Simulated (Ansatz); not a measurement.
**What each rung costs, and what it gives**

Saddle point of SiH4BrClO, singlet (SiH₃BrO ([OH][SiH2][Br]) + HCl → SiH₃ClO ([OH][SiH2][Cl]) + HBr; bonds formed: Si1–Cl7, Br2–H6; bonds broken: Si1–Br2, H6–Cl7), PBE0-D4/def2-TZVP structure:

Si1  (-0.487, -0.316, 0.221)
Br2  (1.942, -1.059, 0.948)
H3  (-0.593, -1.339, -0.832)
H4  (-0.820, -0.785, 1.577)
O5  (-1.533, 0.937, 0.153)
H6  (1.926, 0.043, -0.291)
Cl7  (1.055, 0.991, -1.173)
H8  (-1.490, 1.528, -0.603)
(Å)

Barriers are electronic and count from the start structure reached by relaxing down the imaginary mode.

Program: Ansatz 0.2.0. Basis: as named in each row. Cores are frozen in the correlated methods. Filled d shells of the heavier atoms are correlated. The def2 sets are not built for correlating such inner shells, so the correlated values are less sure here. B3LYP uses VWN-RPA correlation. Extrapolation: Hartree–Fock as exp(−7.88 √X), correlation as X^−2.97.

Times are rough, for one single point on 4 threads of a shared host (Arm Neoverse V1).

The estimate by CCSD(T) at an estimated basis limit (MP2 extrapolated from triple and quadruple zeta, plus CCSD(T) − MP2 in triple zeta) is 37.28 kcal/mol.

```
      method       basis  time (s)  barrier (kcal/mol)  method less estimate
          HF      STO-3G   under 1               46.97                  9.69
      PBE-D4      STO-3G   under 1               11.77                -25.50
       SPW92    def2-SVP   under 1               22.53                -14.75
      PBE-D4    def2-SVP   under 1               27.82                 -9.46
    B3LYP-D4       6-31G         1               32.33                 -4.95
     PBE0-D4    def2-SVP         1               32.87                 -4.40
       SPW92  def2-TZVPP         1               22.32                -14.96
      PBE-D4  def2-TZVPP         2               27.51                 -9.77
     BLYP-D4  def2-TZVPP         2               31.14                 -6.14
    B3LYP-D4  def2-TZVPP         3               34.88                 -2.40
    BHLYP-D4  def2-TZVPP         3               40.49                  3.21
     PBE0-D4  def2-TZVPP         4               32.35                 -4.93
CAM-B3LYP-D4  def2-TZVPP         4               37.52                  0.25
  RPA on PBE  def2-TZVPP         4               37.50                  0.23
     CCSD(T)    def2-SVP         4               43.33                  6.05
     wB97M-V    def2-SVP         5               35.91                 -1.37
   r2SCAN-D4  def2-TZVPP         6               30.82                 -6.46
  r2SCAN0-D4  def2-TZVPP         6               34.18                 -3.09
      B2PLYP  def2-TZVPP         6               36.76                 -0.52
    PBE-QIDH  def2-TZVPP         6               36.04                 -1.23
      B97M-V  def2-TZVPP         8               35.93                 -1.35
     wB97X-V  def2-TZVPP         8               37.62                  0.35
     wB97M-V  def2-TZVPP        10               35.88                 -1.40
         MP2  def2-QZVPP        24               35.81                 -1.47
     CCSD(T)  def2-TZVPP       120               38.55                  1.27
```

All methods are single points on the PBE0-D4 structures.

No T1 diagnostic of these runs exceeds 0.011.

Labels in which every atom is bracketed show which atoms are joined, not bond orders.
